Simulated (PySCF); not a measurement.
Computed IR spectrum (relative IR intensity) of a molecule CH₄Cl₂GeO. Coordinates come from a B3LYP-D3(BJ)/def2-SVP optimisation. The values are those of a single conformer. These are B3LYP-D3(BJ)/def2-SVP in PySCF values and carry that method's errors. Frequencies are harmonic and unscaled.

Lines under 2 % of the strongest are left out, and lines within 2 cm⁻¹ are merged.

```json
[
 {"ν (cm⁻¹)": "132", "relative intensity": "6.0"},
 {"ν (cm⁻¹)": "140", "relative intensity": "2.3"},
 {"ν (cm⁻¹)": "173", "relative intensity": "3.7"},
 {"ν (cm⁻¹)": "188", "relative intensity": "3.7"},
 {"ν (cm⁻¹)": "216", "relative intensity": "17"},
 {"ν (cm⁻¹)": "271", "relative intensity": "90"},
 {"ν (cm⁻¹)": "400", "relative intensity": "26"},
 {"ν (cm⁻¹)": "424", "relative intensity": "82"},
 {"ν (cm⁻¹)": "620", "relative intensity": "18"},
 {"ν (cm⁻¹)": "727", "relative intensity": "81"},
 {"ν (cm⁻¹)": "813", "relative intensity": "41"},
 {"ν (cm⁻¹)": "911", "relative intensity": "100"},
 {"ν (cm⁻¹)": "1260", "relative intensity": "4.0"},
 {"ν (cm⁻¹)": "1425", "relative intensity": "7.1"},
 {"ν (cm⁻¹)": "3834", "relative intensity": "76"}
]
```

**Question.** Which molecule gave these data?
(A) C[O][GeH]([Cl])[Cl]
(B) O[CH2][GeH]([Cl])[Cl]
(C) [CH3][Ge]([OH])([Cl])[Cl]

**Answer.** C, [CH3][Ge]([OH])([Cl])[Cl]
